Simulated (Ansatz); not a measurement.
Frontier orbitals of `[CH3][GaH][NH][SiH3]`.

The species carries charge 0 and has multiplicity 1. Correlated methods include outer-core shells of Ga, which these sets cover unevenly. Scalar relativity is left out up to krypton. Geometry: relaxed with PBE0-D4/def2-TZVP. It is one conformer, not always the lowest. Basis def2-TZVPP, the Gaussian-basis code of Ansatz.

Orbital energies of one run (eV). Highest occupied ones, from the top: -7.59, -8.40, -9.03, -9.87, -10.04, -11.45, -11.46, -11.81, -13.16, -15.10, -19.69, -22.67, -23.30, -23.37. Empty: -0.56, 0.53, 1.33, 1.62, 2.32, 2.48.

Question: Which functional gave them?
A. CAM-B3LYP
B. r2SCAN0
C. r2SCANh
D. BHLYP

Answer: B. HOMO energies: r2SCAN0 -7.59, CAM-B3LYP -8.78, r2SCANh -6.87, BHLYP -8.60 eV.
